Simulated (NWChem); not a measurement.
CH4O3Si; SMILES O=C([SiH2]O)O

```xyz
9

O      1.3480    -0.9553     0.0000
C      0.1346    -0.8387     0.0000
O     -0.6973    -1.9008     0.0000
Si    -0.6661     0.9141     0.0000
O      0.6641     1.9011     0.0000
H     -0.1383    -2.7063     0.0000
H     -1.5020     1.0790     1.2140
H     -1.5020     1.0790    -1.2140
H      1.4819     1.3724     0.0000
```
Atoms are numbered in this order, from 1.

Computed with NWChem. Geometry: optimised at B3LYP/6-31G* (spherical d). Level: M05-2X/def2-SVP with SMD (1 M gas to 1 M solution), gas-phase geometry. Reactions with the solvent are ignored.

| solvent | dielectric constant | solvation free energy (kcal/mol) | cavity-dispersion-structure term (kcal/mol) | dipole in solution (D) |
|---|---|---|---|---|
| water | 78.4 | ? | ? | ? |
| N,N-dimethylformamide | 37.2 | -5.5 | -1.7 | 2.07 |
| chloroform | 4.71 | -4.3 | 0.7 | 2.08 |
| chlorobenzene | 5.70 | -4.1 | -1.0 | 2.02 |

Question: Some entries are withheld; supply them.

Answer: 
- water, solvation free energy (kcal/mol): -6.7
- water, cavity-dispersion-structure term (kcal/mol): 4.4
- water, dipole in solution (D): 2.35
